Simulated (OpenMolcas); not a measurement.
# GaSiH4F (SMILES [F][GaH][SiH3]): methods side by side

GaSiH4F: 7 atoms, total charge 0, spin state singlet. As SMILES, `[F][GaH][SiH3]`. Geometry: relaxed at PBE0-D4/def2-TZVP.

Each level gives the HOMO–LUMO gap (eV). The values are calculated.

```
          level           kind     program  value (eV)  CPU time
    HF/def2-SVP   Hartree–Fock  OpenMolcas       11.64     4.4 s
  BLYP/def2-SVP            GGA  OpenMolcas        4.10      13 s
   PBE/def2-SVP            GGA  OpenMolcas        4.15      14 s
 M06-L/def2-SVP       meta-GGA  OpenMolcas        4.75      17 s
  TPSS/def2-SVP       meta-GGA  OpenMolcas        4.44      17 s
r2SCAN/def2-SVP       meta-GGA  OpenMolcas        4.66      16 s
 B3LYP/def2-SVP  global hybrid  OpenMolcas        5.67      15 s
  PBE0/def2-SVP  global hybrid  OpenMolcas        6.13      13 s
```

All-electron rows without a relativistic Hamiltonian named are non-relativistic. The values span 4.10 to 11.64 eV. Orbital gaps aren't excitation energies; they tend to grow with the share of exact exchange. Times are those of the runs behind each value, whatever else they computed, on shared processors of several kinds: orders of magnitude only.
